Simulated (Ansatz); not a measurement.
A nudged elastic band was laid between two geometries of CH6BNO2 + H2O (14 atoms, charge 0, multiplicity 1).

These are results of Ansatz, RHF/cc-pVDZ, not measurements.

| Item | Value |
| --- | --- |
| movable images | 9 |
| climbing image | yes |
| spring | 5.0 eV/Å² |
| optimiser | quadratic models (default) |
| start path | through a guess of the saddle point |
| force threshold | 0.05 eV/Å |
| iteration limit | 60 |
| end points | relaxed |

Initial state:

```xyz
14
Properties=species:S:1:pos:R:3
B -0.888 -0.165 -0.460
N 0.173 -0.164 0.463
C 0.441 -1.136 1.492
O -1.840 -1.144 -0.563
O -0.981 0.888 -1.345
H 2.059 1.803 -1.475
O 1.549 2.342 -0.887
H 0.768 0.640 0.467
H 0.077 -2.124 1.202
H -0.018 -0.880 2.454
H 1.515 -1.237 1.656
H -1.771 -1.833 0.076
H -1.736 0.806 -1.908
H 0.652 2.205 -1.173
```

Final state:

```xyz
14
Properties=species:S:1:pos:R:3
B -0.980 0.507 -1.428
N 1.362 0.279 1.176
C 0.906 -0.986 1.728
O -1.633 -0.673 -1.263
O -1.472 1.642 -0.864
H 1.571 0.175 0.198
O 0.175 0.552 -2.146
H 0.630 0.967 1.231
H 1.712 -1.721 1.665
H 0.022 -1.412 1.235
H 0.671 -0.858 2.787
H -1.203 -1.393 -1.700
H -2.285 1.494 -0.405
H 0.524 1.428 -2.215
```

(1) Which bonds break or form, and what moves?

(2) What energy profile does the band end with?

(3) What is the geometry of the highest image?

Results:

(1) Bonds broken: B1–N2, H6–O7. Bonds formed: B1–O7, N2–H6. CH6BNO2 + H2O becomes BH3O3 + CH5N.

(2) The run converged. The highest image is number 5 of 0 to 10, 1.63 eV above the first end and 1.93 eV above the last; the last end lies 0.29 eV below the first. Beside the main top the profile has a ripple of under 15 meV (maxima at images 5, 8), which may be a very shallow well or noise. Neighbouring images differ by up to 1.6 eV, so the band resolves the path poorly. A vibrational analysis at the climbing image gives one clearly imaginary mode, 1762i cm⁻¹: a first-order saddle point. The orbitals stay closed-shell, which can raise the energy where a bond breaks towards radicals; this wasn't checked here.

```tsv
image	path coordinate (Å)	energy (eV)	B1–N2 (Å)	H6–O7 (Å)	B1–O7 (Å)
0	0.00	0.00	1.41	0.95	3.52
1	1.11	0.05	1.41	0.95	3.48
2	2.21	0.10	1.41	0.95	3.41
3	3.32	0.11	1.42	0.95	3.19
4	4.42	0.22	1.43	0.95	2.77
5	5.53	1.63	1.58	1.18	1.69
6	6.44	0.05	1.78	2.21	1.43
7	7.36	-0.20	2.48	2.69	1.37
8	8.28	-0.20	3.27	2.47	1.36
9	9.19	-0.28	3.50	2.56	1.36
10	10.11	-0.29	3.51	2.75	1.36
```

(3) 
```xyz
14
Properties=species:S:1:pos:R:3
B -0.580 0.318 -0.553
N 0.418 0.312 0.666
C 0.598 -0.897 1.457
O -1.256 -0.857 -0.883
O -1.317 1.504 -0.578
H 1.118 0.517 -0.416
O 0.785 0.466 -1.543
H 0.257 1.112 1.253
H 0.874 -1.727 0.806
H -0.315 -1.178 1.987
H 1.400 -0.764 2.184
H -0.695 -1.506 -1.275
H -2.093 1.404 -1.106
H 0.807 1.296 -2.000
```

Run time: 8.7 min on 2 threads of Arm Neoverse V1, with other jobs on the host, peak memory 0.28 GiB.
